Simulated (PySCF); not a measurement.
C4H6ClF, SMILES C[C@@H](F)/C=C\Cl. Atoms are numbered in the order given.

```xyz
12

C     -1.8950    -0.1942    -0.6306
C     -0.9972     0.1838     0.5287
F     -1.7364     0.1668     1.6956
C      0.1597    -0.7523     0.6945
C      1.3268    -0.6738     0.0591
Cl     1.6998     0.5731    -1.0813
H     -2.2676    -1.2221    -0.5107
H     -2.7553     0.4895    -0.6774
H     -1.3370    -0.1282    -1.5755
H     -0.6190     1.2116     0.3873
H      0.0063    -1.5858     1.3875
H      2.1376    -1.3908     0.1996
```

The structure is a stationary point at PBE0-D3(BJ)/def2-SVP. The structure was generated by enumeration; whether it is a known compound was not checked. One conformer was computed; it need not be the lowest.

Two levels are set side by side: PBE/pcSseg-1 (PySCF) and PBE0/pcSseg-1 (PySCF). GIAO shifts against CFCl3 (¹⁹F), HCl (³⁵Cl), TMS (¹H), TMS (¹³C) at the same level; non-relativistic, no solvent, atoms listed together averaged. Without spin–orbit terms, shifts of atoms bonded to Cl or Br come out too high at both levels. Differences are taken from unrounded values.

```json
[
 {"quantity": "δ(¹³C) of C1 (ppm)", "PBE0": "23.3"},
 {"quantity": "δ(¹³C) of C2 (ppm)", "PBE0": "89.0"},
 {"quantity": "δ(¹⁹F) of F3 (ppm)", "PBE0": "-214.8"},
 {"quantity": "δ(¹³C) of C4 (ppm)", "PBE0": "146.3"},
 {"quantity": "δ(¹³C) of C5 (ppm)", "PBE0": "131.8"},
 {"quantity": "δ(³⁵Cl) of Cl6 (ppm)", "PBE0": "193.3"},
 {"quantity": "δ(¹H) of H10 (ppm)", "PBE0": "5.69"},
 {"quantity": "δ(¹H) of H11 (ppm)", "PBE0": "6.54"},
 {"quantity": "δ(¹H) of H12 (ppm)", "PBE0": "6.27"}
]
```

What does PBE give, and how far is it from PBE0? (The exact figures need the calculation; the answer reports its results.)


```json
[
 {"quantity": "δ(¹³C) of C1 (ppm)", "PBE": "23.6", "PBE minus PBE0": "0.3"},
 {"quantity": "δ(¹³C) of C2 (ppm)", "PBE": "93.0", "PBE minus PBE0": "4.0"},
 {"quantity": "δ(¹⁹F) of F3 (ppm)", "PBE": "-231.8", "PBE minus PBE0": "-17.1"},
 {"quantity": "δ(¹³C) of C4 (ppm)", "PBE": "144.5", "PBE minus PBE0": "-1.8"},
 {"quantity": "δ(¹³C) of C5 (ppm)", "PBE": "130.5", "PBE minus PBE0": "-1.3"},
 {"quantity": "δ(³⁵Cl) of Cl6 (ppm)", "PBE": "224.7", "PBE minus PBE0": "31.3"},
 {"quantity": "δ(¹H) of H10 (ppm)", "PBE": "5.88", "PBE minus PBE0": "0.19"},
 {"quantity": "δ(¹H) of H11 (ppm)", "PBE": "6.46", "PBE minus PBE0": "-0.07"},
 {"quantity": "δ(¹H) of H12 (ppm)", "PBE": "6.24", "PBE minus PBE0": "-0.03"}
]
```

Rough cost on one machine, each run with all the roots and properties that it gave: PBE0 against PBE within a factor of 2.
